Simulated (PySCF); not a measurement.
Polarisability and C₆ of Co²⁺ (cobalt, charge +2)

[Ar] 3d7, high-spin 4F determinant. Calculation: PySCF 2.14, in aug-cc-pVDZ; no relativity, point nucleus. Coupled (time-dependent) response in atomic units; α is the mean over directions. A double-zeta set is small for polarisabilities.

```tsv
method	mean α (bohr³)	C₆ (like pair)	S(−4)
UHF	2.841	7.919	3.478
PBE	3.582	9.988	7.601
PBE0	3.314	9.245	5.837
B3LYP	3.392	9.429	6.414
```

S(−4) is the Cauchy moment in α(ω) = α(0) + S(−4) ω² + …

α(iu) at B3LYP:

```tsv
u (hartree)	α(iu) (bohr³)
0	3.392
0.0500	3.376
0.100	3.330
0.200	3.167
0.300	2.952
0.500	2.512
0.750	2.070
1.00	1.738
1.50	1.277
2.00	0.9789
3.00	0.6305
5.00	0.3260
```

A single London oscillator, α(iu) = α/(1 + u²/ω²), gives C₆ = (3/4) ω α². Matching the computed C₆ needs ω = 4 × 9.429 / (3 × 3.392²) = 1.09 hartree.

For an ion, C₆ is the dispersion term alone; charge-induced terms of lower order in 1/R come first.
